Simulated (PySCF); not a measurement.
C3H9Ga.
Z-matrix (Å and degrees, PBE0-D3(BJ)/def2-SVP geometry), rows numbered from 1:
```
C 
C   1  1.5211
C   2  1.5264  1  112.90
Ga  3  1.9771  2  115.21  1    63.46
H   1  1.1046  2  111.16  3   -60.67
H   1  1.1007  2  112.04  3   179.52
H   1  1.1024  2  111.25  3    59.01
H   2  1.1040  1  109.10  3   122.22
H   2  1.1049  1  109.04  3  -122.78
H   3  1.1045  2  111.02  1   -61.11
H   3  1.1073  2  110.67  1  -177.29
H   4  1.5766  3  121.10  2  -158.91
H   4  1.5787  3  119.85  2    23.64
```

Method: TDDFT wB97X-D/def2-SVPD, vertical, gas phase, core orbitals frozen in the response (PySCF 2.14.0, density-fitted response routines). The wB97X-D/def2-SVPD calculation is non-relativistic and has no spin–orbit coupling, an omission that weighs most on gallium.

Kohn–Sham orbitals with the atoms that hold most of them (Löwdin shares over 4%, at most four atoms; ? is withheld):

```tsv
orbital	ε (eV)	atoms
HOMO-3	-11.58	C3 25%, C1 25%, C2 19%, H6 13%
HOMO-2	-11.35	C2 28%, H8 16%, C1 16%, C3 14%
HOMO-1	-10.10	?
HOMO	-9.35	C3 35%, Ga4 24%, C2 11%, H13 7%
LUMO	0.29	?
LUMO+1	1.71	Ga4 76%, H12 5%
LUMO+2	2.44	Ga4 33%, C3 17%, H13 10%, H12 8%
```

Q: Which atoms hold the HOMO-1, and with what shares?

A: Ga4 (bonded to C and 2 H) 40%; H12 (bonded to Ga) 27%; H13 (bonded to Ga) 25%; C3 (bonded to C, Ga and 2 H) 4%. By element: hydrogen 52% or more, gallium 40%, carbon 4% or more.

Q: Give the leading atoms of the LUMO.

A: Ga4 (bonded to C and 2 H) 62%; H12 (bonded to Ga) 10%; H13 (bonded to Ga) 10%; C3 (bonded to C, Ga and 2 H) 9%. By element: gallium 62%, hydrogen 19% or more, carbon 9% or more.

Q: How does S1 compare with the orbital gap of 9.64 eV?

A: S1 is at 4.84 eV (f = 0.0018), 4.79 eV below the gap, made of HOMO→LUMO (98%). 

Q: Give energy, strength and leading configuration of S1, S2 and S4, and follow the Löwdin shares of the leading atoms from the occupied to the empty orbital.

A: 
- S1 (4.84 eV, f 0.0018), HOMO→LUMO (98%): C3 35% → 9%, Ga4 24% → 62%, H12 at most 8% → 10%
- S2 (5.36 eV, f 0.0001), HOMO-1→LUMO (99%): Ga4 40% → 62%, H12 27% → 10%
- S4 (7.56 eV, f 0.0012), HOMO-2→LUMO (89%): C2 28% → at most 10%, H8 16% → at most 10%, Ga4 at most 15% → 62%, H12 at most 15% → 10%

Löwdin shares depend on the basis, the more so with diffuse functions.

Time: 18 s of wall time; peak memory 0.78 GiB. Hardware: Arm Neoverse V2, one thread, on a shared host.

One conformer stands for the species.
